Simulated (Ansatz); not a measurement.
Two isomers of CH7NSi2: A = `N=C([SiH3])[SiH3]`, B = `[SiH3]C1N[SiH2]1`.

Calculated with Ansatz (gas phase, PBE0-D4/def2-TZVP geometries, no zero-point term in ΔE). CCSD(T)/CBS is the MP2 limit (def2-TZVPP, def2-QZVPP) plus CCSD(T) − MP2 in def2-TZVPP, frozen cores. Functionals use def2-TZVPP. B3LYP here is the variant with VWN-RPA as its local correlation; programs differ in this. Each species was taken in one conformer, which may not be the lowest.

(1) Which is lower in electronic energy at CCSD(T)/CBS, and by how much? (Estimate.)

(2) Give E(B) − E(A) in kcal/mol with LDA (SPW92), r2SCAN-D4, MP2/def2-TZVPP, HF/def2-TZVPP, CCSD(T)/def2-SVP, B2PLYP, B3LYP. (An estimate is asked.)

(3) Does the order hold for the free energy at 298.15 K (harmonic terms from PBE0-D4)? (Best estimate.)

Largest T1 diagnostic: 0.013.

Results:

(1) Computed: B, by 2.7 kcal/mol.

(2) Computed: LDA (SPW92) -9.4, r2SCAN-D4 -4.9, MP2/def2-TZVPP -5.2, HF/def2-TZVPP 3.7, CCSD(T)/def2-SVP 4.2, B2PLYP -1.4, B3LYP 0.0. The order is the other way round with HF/def2-TZVPP, CCSD(T)/def2-SVP.

(3) The calculation gave: No: G(B) − G(A) = +1.1 kcal/mol, for one conformer each. Modes under 60 cm⁻¹, often nearly free rotors, make the harmonic entropy too high.

In def2-TZVPP, CCSD(T) changes the Hartree–Fock value by −5.0 kcal/mol (the triples alone add −0.1 kcal/mol) and MP2 by −8.9 kcal/mol. From PBE to PBE0 (25 % exact exchange), in def2-TZVPP and without D4, E(B) − E(A) moves by −1.6 kcal/mol.
